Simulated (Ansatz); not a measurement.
Reaction (redistribution): `O=C[SiH2][SiH2][SiH3]` + `CBN` → `NB[SiH2][SiH3]` + `C[SiH2]C=O`

Gas-phase electronic energies from Ansatz, PBE0-D4/def2-TZVP geometries. CCSD(T)/CBS is the MP2 limit (def2-TZVPP, def2-QZVPP) plus CCSD(T) − MP2 in def2-TZVPP, frozen cores. DFT in def2-TZVPP. B3LYP here is the variant with VWN-RPA as its local correlation; programs differ in this. One conformer a species, not always the lowest.

```tsv
level	ΔE (kJ/mol)	difference from CCSD(T)/CBS
PBE-D4	25.9	3.8
r2SCAN-D4	23.5	1.4
PBE0-D4	25.9	3.8
B3LYP-D4	24.3	2.2
ωB97X-V	22.1	0.0
ωB97M-V	21.0	-1.1
B2PLYP	19.9	-2.2
PBE	22.8	0.7
r2SCAN	22.7	0.6
PBE0	23.0	0.9
B3LYP	19.2	-2.9
HF/def2-TZVPP	19.1	-3.0
MP2/def2-TZVPP	20.5	-1.6
SCS-MP2/def2-TZVPP	18.7	-3.4
CCSD/def2-TZVPP	20.7	-1.4
CCSD(T)/def2-TZVPP	21.2	-0.9
HF/def2-QZVPP	18.6	-3.5
MP2/def2-QZVPP	20.9	-1.2
SCS-MP2/def2-QZVPP	19.0	-3.1
HF/CBS(def2)	18.5	-3.6
MP2/CBS(def2)	21.4	-0.7
CCSD/CBS(def2)	21.6	-0.5
CCSD(T)/CBS	22.1	0
```

Largest T1 diagnostic among the species: 0.016.

The D4 term adds +5.1 kJ/mol with B3LYP and +2.9 kJ/mol with PBE0; it sums over pairs of atoms, weighted by their polarisabilities, and B3LYP, whose exchange is more repulsive, gets the larger term.
